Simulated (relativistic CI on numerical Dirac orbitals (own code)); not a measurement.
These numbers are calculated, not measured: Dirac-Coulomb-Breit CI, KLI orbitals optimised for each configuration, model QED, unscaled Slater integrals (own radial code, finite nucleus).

The strongest absorption lines from the ground level of an ion, among the configurations computed and to levels below about 3970 eV (vacuum wavelength in nm, gf): 0.34462 (0.63), 0.35400 (0.87), 0.35417 (0.92), 0.35490 (3), 0.35507 (1.3), 0.35700 (0.59), 0.37060 (3.6), 0.37186 (1.2).

**Question.** Which ion is it?
A. Pd³⁶⁺
B. Pd³⁸⁺
C. In⁴¹⁺
D. Zr³²⁺

**Answer.** B. Pd³⁸⁺ has 8 electrons and the ground level 2s2.2p4 3P_2; the strongest line goes to 2s2.2p3.3d 3D°_3. The pattern of lines fixes the number of electrons, and along that sequence the line energies rise steadily with the charge (about as its square where n changes within one kind of shell, about linearly where n is kept but much faster in heavy ions where fine structure, which grows about as Z⁴, sets the gap, and irregularly where shells cross), which fixes Z. Configurations outside the model, such as inner-shell arrays, can give stronger lines. At this charge energies of transitions that change n are usually good to better than 1 %, and those within a shell (Δn = 0) to a few per cent.

LS names give the leading component of a level, which can be under half, so a name can repeat, a term be missing and a line seem to break the LS rules.
